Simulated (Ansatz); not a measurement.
## Worked example: C2H6OSi + B(SiH2)(SiH3)2 → C2H5OSi + B(SiH3)3

Species: C2H6OSi `C=C[SiH2]O`, singlet; B(SiH2)(SiH3)2, doublet; C2H5OSi `[H]/[C]=C/[SiH2]O`, doublet; B(SiH3)3, singlet. A radical takes H: the energy is the difference in strength between the C–H bond broken and the Si–H bond made.

Shapes, held fixed at every level: PBE0-D4/def2-TZVP. Flexible molecules stand in one conformer, not always the lowest. Programs: Ansatz 0.2.0. The zero-point and thermal change to 298 K, harmonic and unscaled (PBE0-D4/def2-TZVP), is -13.9 kJ/mol.

At B2PLYP/def2-TZVPP; 1 Eh = 2625.50 kJ/mol:

| species | energy (Eh) |
| --- | --- |
| C2H6OSi | -444.390964 |
| B(SiH2)(SiH3)2 | -897.685749 |
| C2H5OSi | -443.711168 |
| B(SiH3)3 | -898.307847 |

Task: Work out ΔH(298 K) of the reaction at this level.

Result: 
1. Products less reactants: (-443.711168) + (-898.307847) − [(-444.390964) + (-897.685749)] = 0.057698 Eh = +151.5 kJ/mol.
2. With the thermal change: +151.5 + (-13.9) = +137.6 kJ/mol.

Other levels give +87.7 (HF/def2-TZVPP) to +157.8 kJ/mol (SPW92/def2-TZVPP). No measured value is set beside it here. Spin contamination: C2H5OSi (⟨S²⟩ up to 0.92). Open shells run unrestricted unless RO is named.
